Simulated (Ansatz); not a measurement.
`CB([SiH3])CF` and `CNB(C)[SiH3]` differ in one atom or group.

Ansatz, PBE0-D4/def2-TZVP geometries, multiplicity 1. Each molecule was computed in one conformer, which needn't be the lowest.

| property | `CB([SiH3])CF` |
| --- | --- |
| HOMO energy (B3LYP/def2-TZVPP) / eV | -7.77 |
| HOMO energy (PBE/def2-TZVPP) / eV | -6.68 |
| HOMO–LUMO gap (PBE0/def2-TZVPP) / eV | 6.27 |
| size of the dipole moment (ωB97M-V/def2-TZVPP) / D | 2.58 |
| HOMO–LUMO gap (B3LYP/def2-TZVPP) / eV | 5.91 |
| size of the dipole moment (B3LYP/def2-TZVPP) / D | 2.57 |

Task: Give the same properties after the change, and the shifts. (Best estimate.)

Result: Ansatz gave: 
| property | `CNB(C)[SiH3]` | shift |
| --- | --- | --- |
| HOMO energy (B3LYP/def2-TZVPP) / eV | -7.35 | 0.42 |
| HOMO energy (PBE/def2-TZVPP) / eV | -6.33 | 0.35 |
| HOMO–LUMO gap (PBE0/def2-TZVPP) / eV | 7.45 | 1.18 |
| size of the dipole moment (ωB97M-V/def2-TZVPP) / D | 2.56 | -0.02 |
| HOMO–LUMO gap (B3LYP/def2-TZVPP) / eV | 7.08 | 1.17 |
| size of the dipole moment (B3LYP/def2-TZVPP) / D | 2.56 | -0.01 |

With PBE0 the HOMO rises by 0.40 eV and the LUMO rises by 1.59 eV, so the gap widens by about 1.19 eV. PBE moves the HOMO by 0.35 eV and ωB97M-V by 0.43 eV. Dipoles are sizes alone; their direction can turn.

B3LYP here is the variant with VWN-RPA as its local correlation; programs differ in this.
